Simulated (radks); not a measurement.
Results of a calculation; reference values are marked as such.
Task: Radial electron density D(r) = 4 pi r^2 rho(r) of an atom or ion with 49 electrons. Level of theory: Dirac Kohn-Sham, BLYP, spin-unpolarised, spherical densities, finite nucleus; Fermi nuclear charge, rms radius of each element as measured or else 0.836 A^(1/3) + 0.57 fm (a radial shooting solver on a logarithmic mesh with Libxc functionals).

```
   r/bohr * D(r) (the largest magnitude, 83.5, reaches the edge; | marks zero)
 0.004108 |          *
  0.00548 |                *
 0.007308 |                       *
  0.00967 |                              *
   0.0129 |                                      *
   0.0172 |                                          *
  0.02294 |                                          *
   0.0306 |                                       *
  0.04081 |                                     *
    0.054 |                                          *
  0.07203 |                                                    *
  0.09607 |                                                      *
   0.1281 |                                            *
   0.1709 |                                      *
   0.2261 |                                            *
   0.3016 |                                          *
   0.4022 |                       *
   0.5365 |             *
   0.7155 |               *
   0.9467 |             *
    1.263 |      *
    1.684 |  *
    2.246 |*
    2.996 |*
    3.964 *
    5.287 *
    7.052 *
```

What is the nuclear charge?

Result: Z = 51. The innermost maximum, from 1s, lies near gamma/Z bohr with gamma = sqrt(1 - (Z/c)^2) = 0.928, here 0.0182 bohr (found: 0.0200), and its height grows with Z. The density is that of the antimony ion Sb2+ in [Kr] 4d10 5s1.5 5p1.5; the configuration itself is not fixed sharply by these data, and Z only to a few units. D(r) has 4 maxima, at r = 0.0200, 0.0880, 0.257, 0.751 bohr, and minima at 0.0392, 0.168, 0.550 bohr, inside which lie 2.03, 11.20, 29.00 electrons.
